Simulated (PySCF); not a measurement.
PySCF input for In(F)3 anion (F3In), SMILES [F][In]([F])[F] (connectivity only; charge and spin as stated), charge -1, multiplicity 2, B3LYP-D3(BJ)/def2-SVPD. Geometry: B3LYP-D3(BJ)/def2-SVPD. The spin state was assumed, not searched. The isomer is the one that the SMILES or the coordinates give; other isomers of the formula were not compared. The def2 effective core potentials stand for the cores of In; spin–orbit coupling is left out.

```python
import numpy as np
from pyscf import gto, scf, dft, df
from pyscf.hessian import thermo

mol = gto.M(
    atom='''
    In    0.00000000   -0.00000000    0.27126532
    F     1.66204646   -0.95958297   -0.49229632
    F    -1.66204647   -0.95958297   -0.49229632
    F     0.00000000    1.91916595   -0.49229632
    ''',
    basis='def2-SVPD',
    ecp={'In': 'def2-svp'},
    charge=-1,
    spin=1,
    max_memory=1600,
    verbose=3,
)
mf = dft.UKS(mol, xc='b3lyp').density_fit(auxbasis='def2-universal-jkfit')
mf.disp = 'd3bj'
mf.grids.level = 3
mf.conv_tol = 1e-11
mf.max_cycle = 100
mf.kernel()
fine, coarse = mf.grids, dft.Grids(mol).set(level=1).build(with_non0tab=True)
for _ in range(3):  # follow internal instabilities
    mf.grids = coarse
    mo, _, stable, _ = mf.stability(return_status=True, nroots=4)
    mf.grids = fine
    if stable:
        break
    mf.kernel(mf.make_rdm1(mo, mf.mo_occ))

# [left out here: the lines that compute and print the analytic Hessian (its translational invariance restored by hand, since the grid's response is missing), thermochemistry and intensities]
```

Output:

```

WARN: HOMO -0.743002010427375 >= LUMO -0.743002010427379

converged SCF energy = -489.690972008487  <S^2> = 0.75183959  2S+1 = 2.0018387
<class 'pyscf.df.df_jk.DFUKS'> wavefunction is stable in the internal stability analysis

WARN: DFTD3 does not support analytical Hessian, using finite difference


WARN: Mole.unit (angstrom) is changed to Bohr

Mode                                 0                   1                   2
Irrep
Freq [cm^-1]                      122.5509            122.5553            147.6734
Reduced mass [au]                  20.5498             20.5497             24.0843
Force const [Dyne/A]                0.1818              0.1819              0.3094
Char temp [K]                     176.3234            176.3298            212.4691
Normal mode                   x     y     z       x     y     z       x     y     z
       0  In                -0.03  0.00  0.00    0.00  0.03  0.00    0.00  0.00 -0.05
       1   F                 0.00  0.09 -0.04   -0.09 -0.11 -0.02    0.06 -0.03  0.09
       2   F                 0.00 -0.09  0.04    0.09 -0.11 -0.02   -0.06 -0.03  0.09
       3   F                 0.16  0.00  0.00   -0.00  0.05  0.04   -0.00  0.06  0.09
Mode                                 3                   4                   5
Irrep
Freq [cm^-1]                      454.2560            457.6011            457.6122
Reduced mass [au]                  20.3336             22.4303             22.4304
Force const [Dyne/A]                2.4721              2.7673              2.7675
Char temp [K]                     653.5732            658.3862            658.4021
Normal mode                   x     y     z       x     y     z       x     y     z
       0  In                -0.00 -0.00 -0.03    0.04  0.00 -0.00   -0.00  0.04 -0.00
       1   F                -0.10  0.06  0.05   -0.12  0.07  0.06    0.07 -0.04 -0.03
       2   F                 0.10  0.06  0.05   -0.12 -0.07 -0.06   -0.07 -0.04 -0.03
       3   F                 0.00 -0.12  0.05   -0.00 -0.00  0.00    0.00 -0.16  0.06
temperature 298.1500 [K]
pressure 101325.00 [Pa]
Rotational constants [GHz] 3.97408 3.97408 2.40743
Symmetry number 3
Zero-point energy (ZPE) 0.00401 [Eh]   10540.589 [J/mol]
                           tot       elec      trans        rot        vib
Entropy [J/mol/K]       327.251      5.763    172.930    101.903     46.654
Cv [J/mol/K]             65.969      0.000     12.472     12.472     41.026
Cp [J/mol/K]             74.284      0.000     20.786     12.472     41.026
Internal energy [J/mol]                      3718.434   3718.434  17910.678
Internal energy [Eh]   -489.68132  -489.69097
Enthalpy [J/mol]                             6197.391   3718.434  17910.678
Enthalpy [Eh]          -489.68037
Gibbs free energy [J/mol]                  -45361.756 -26664.005   4000.734
Gibbs free energy [Eh] -489.71754
mode   freq/cm-1   IR/(km/mol)
   1      122.55         9.678
   2      122.56         9.676
   3      147.67        34.186
   4      454.26        57.432
   5      457.60       132.320
   6      457.61       132.315
max |gradient| / (hartree/bohr): 0.00011975384482778513
APT charges: [ 1.3508 -0.7836 -0.7836 -0.7836]
```

The run converged.

Cost: about 100 core-seconds (a rough figure).
